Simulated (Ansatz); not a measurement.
This geometry of AlGaH6O2 (10 atoms, charge 0, multiplicity 1) is a first-order saddle point.

Level of theory: Ansatz 0.2.0, RKS B3LYP-D4/def2-SVP.

```xyz
10
Properties=species:S:1:pos:R:3
Ga -0.046 0.356 0.023
O -0.455 -0.728 1.621
H -1.382 -0.961 1.767
H 1.338 -0.058 -0.574
H -1.360 0.797 -0.708
O 0.254 1.467 1.661
Al 1.039 2.821 2.376
H 1.220 2.822 3.945
H 1.512 3.981 1.415
H -0.141 0.418 2.047
```

(1) Which two structures does it join? (They come from a converged band through this point; their orientation in space is the band's.)

(2) How far does it lie above each of them?

Answers

(1) Bonds broken: O6–H10. Bonds formed: O2–H10.

First end point:

```xyz
10
Properties=species:S:1:pos:R:3
Ga -0.053 0.223 0.080
O -0.407 -0.944 1.490
H -1.302 -1.305 1.510
H 1.404 0.086 -0.488
H -1.321 0.768 -0.677
O 0.228 1.475 1.781
Al 0.966 2.925 2.383
H 1.159 3.055 3.943
H 1.348 3.980 1.281
H -0.043 0.654 2.270
```

Last end point:

```xyz
10
Properties=species:S:1:pos:R:3
Ga 0.092 0.524 0.075
O -0.395 -0.906 1.610
H -1.345 -1.070 1.713
H 1.373 -0.054 -0.614
H -1.318 0.786 -0.573
O 0.416 1.538 1.590
Al 0.952 2.992 2.288
H 0.958 3.080 3.871
H 1.417 4.204 1.376
H -0.172 -0.178 2.238
```

(2) 3.2 kcal/mol above the first and 7.0 kcal/mol above the second. This is the barrier of this one path; another mechanism may lie lower. The orbitals stay closed-shell, which can raise the energy where a bond breaks towards radicals; this wasn't checked here.

Time of the run: 17 min on 2 threads of Arm Neoverse V1, with other jobs on the host, peak memory 0.29 GiB.
